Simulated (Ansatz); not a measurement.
`B[SiH](Cl)O[SiH3]` + H–F → `F[SiH](Cl)O[SiH3]` + BH₃ at 700 K and 1 bar (cleavage of the Si–B bond).

Gas-phase electronic energies from Ansatz, PBE0-D4/def2-TZVP geometries. CCSD(T)/CBS is the MP2 limit (def2-TZVPP, def2-QZVPP) plus CCSD(T) − MP2 in def2-TZVPP, frozen cores. This one scheme is used for every species. Each species was taken in one conformer, which may not be the lowest.

```
            species  CCSD(T)/CBS energy (Eh)  H − E (kJ/mol)  S (J/(mol·K))
`B[SiH](Cl)O[SiH3]`              -1141.61292           251.8          541.8
                H–F               -100.39570            45.2          198.5
`F[SiH](Cl)O[SiH3]`              -1215.52253           193.8          499.2
                BH₃                -26.55200            96.5          225.0
```

H − E and S are ideal-gas, rigid-rotor, harmonic terms from PBE0-D4/def2-TZVP, for one conformer and one mirror image of each species. 1 Eh = 2625.50 kJ/mol, R = 8.31446 J/(mol·K).

Task: By hand: ΔE, ΔH, ΔS and ΔG.

Result: ΔE = (-1215.52253) + (-26.55200) − (-1141.61292) − (-100.39570) = -0.06591 Eh = -173.0 kJ/mol. Δ(H − E) = 193.8 + 96.5 − 251.8 − 45.2 = -6.7, so ΔH = -179.7 kJ/mol. ΔS = 499.2 + 225.0 − 541.8 − 198.5 = -16.1 J/(mol·K). ΔG = -179.7 − 700 × (-16.1)/1000 = -168.4 kJ/mol.

Task: By hand: the equilibrium constant, and the temperature at which ΔG would vanish if ΔH and ΔS stayed fixed.

Result: log₁₀ K = −ΔG/(RT ln 10) = 12.6. ΔG = 0 at ΔH/ΔS = 11161 K, far beyond where these terms or the molecules hold.

ΔH outweighs TΔS. A doubt of 5 kJ/mol in ΔE shifts log₁₀ K by 0.4 here. Other conformers and mirror images would add mixing entropy, several J/(mol·K) or more a flexible species. Modes under 60 cm⁻¹, often nearly free rotors, make the harmonic entropy too high. These are equilibria of isolated gas molecules and say nothing of rates. Largest T1 diagnostic: 0.011 (customary marks: 0.02 for closed shells, 0.045 for open ones).
